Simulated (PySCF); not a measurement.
potassium bromide: calculation against experiment

**Experimental background.**

From Liu, Meijer, Perez-Rios, Phys. Chem. Chem. Phys. 22 (2020) 24191, for the gas: dipole moment 10.6281 D.

The runs below try to reproduce these values; the comparison stands at the end.

Species: potassium bromide, KBr.
SMILES with atom numbers: `[K:1][Br:2]`

Geometry (PBE0-D3(BJ)/def2-SVP, Å), atoms numbered from 1 in this order:
```xyz
2
KBr angstrom
K      1.4220   -0.0080   -0.0030
Br    -1.4165    0.0106   -0.0253
```

Runs made with PySCF (gas phase, on this PBE0-D3(BJ)/def2-SVP geometry; no spin–orbit coupling):

```
                             level                                                                            job  basis functions
PBE0-D3(BJ)/def2-SVP, grid level 1                                    geometry optimisation from a GFN2-xTB start               56
                       HF/pcSseg-2                                                                     shieldings              113
               CAM-B3LYP/def2-SVPD  10 singlets by full TDDFT, 4 Tamm–Dancoff triplets, polarisability, ΔSCF ions               68
                   B3LYP/def2-SVPD  10 singlets by full TDDFT, 4 Tamm–Dancoff triplets, polarisability, ΔSCF ions               68
                      HF/def2-SVPD        10 singlets by TDHF, 4 Tamm–Dancoff triplets, polarisability, ΔSCF ions               68
                 LC-wPBE/def2-SVPD  10 singlets by full TDDFT, 4 Tamm–Dancoff triplets, polarisability, ΔSCF ions               68
                     LDA/def2-SVPD  10 singlets by full TDDFT, 4 Tamm–Dancoff triplets, polarisability, ΔSCF ions               68
                     PBE/def2-SVPD  10 singlets by full TDDFT, 4 Tamm–Dancoff triplets, polarisability, ΔSCF ions               68
                     PBE0/def2-SVP             10 singlets by full TDDFT, 4 Tamm–Dancoff triplets, polarisability               56
                    PBE0/def2-SVPD  10 singlets by full TDDFT, 4 Tamm–Dancoff triplets, polarisability, ΔSCF ions               68
                 wB97X-D/def2-SVPD  10 singlets by full TDDFT, 4 Tamm–Dancoff triplets, polarisability, ΔSCF ions               68
                   PBE0/def2-TZVPD             10 singlets by full TDDFT, 4 Tamm–Dancoff triplets, polarisability               93
```

Results beside the measurements:

**Dipole moment.** Measured: 10.6281 D (Liu, Meijer, Perez-Rios, Phys. Chem. Chem. Phys. 22 (2020) 24191).

```csv
level,computed (D),computed − measured (D),% (from the printed values)
PBE0-D3(BJ)/def2-SVP,10.328,-0.300,-3
HF/pcSseg-2,11.095,+0.467,+4
CAM-B3LYP/def2-SVPD,10.887,+0.259,+2
B3LYP/def2-SVPD,10.729,+0.101,+1
HF/def2-SVPD,11.264,+0.636,+6
LC-wPBE/def2-SVPD,11.033,+0.405,+4
LDA/def2-SVPD,10.478,-0.150,-1
PBE/def2-SVPD,10.506,-0.122,-1
PBE0/def2-SVP,10.331,-0.297,-3
PBE0/def2-SVPD,10.793,+0.165,+2
wB97X-D/def2-SVPD,11.012,+0.384,+4
PBE0/def2-TZVPD,10.632,+0.004,0
```

12 of the 16 levels run are shown, the closest and the furthest among them. Closest is PBE0/def2-TZVPD (+0.004 D), furthest HF/def2-SVPD (+0.636 D); one molecule doesn't rank methods. The computed dipoles belong to one fixed geometry; measured ones are averaged over vibrations unless marked μe. Magnitudes are compared, not signs.

No measured geometry was used, and the causes of the misses weren't examined.
